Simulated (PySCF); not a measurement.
Excitations are Tamm–Dancoff values on a coarser integration grid. The basis has no diffuse functions, so Rydberg states are missing or too high.

**HAlI2, SMILES `[I][AlH][I]` (charge 0, multiplicity 1)**

Computed with PBE-D3(BJ)/def2-TZVP // B3LYP-D3(BJ)/def2-TZVP run with PySCF.

The HOMO is -6.68 eV and the dipole moment is 0.48 D. The LUMO is -2.63 eV and the HOMO–LUMO gap is 4.04 eV. The S1 excitation (TDA) is 4.08 eV and the S1 oscillator strength is 0.000. The brightest of the four lowest singlets (TDA) comes out as 4.96 eV and the T1 excitation (TDA) comes out as 3.98 eV. The S1–T1 gap (TDA) comes out as 0.11 eV. The total energy comes out as -838.4081 Ha. The cost comes out as about 70 core-seconds (a rough figure).

Bonded distances (Å): I1–Al2 2.472, Al2–I3 2.472, Al2–H4 1.563. Angles (°): I1–Al2–I3 118.9, I1–Al2–H4 120.5, I3–Al2–H4 120.5.
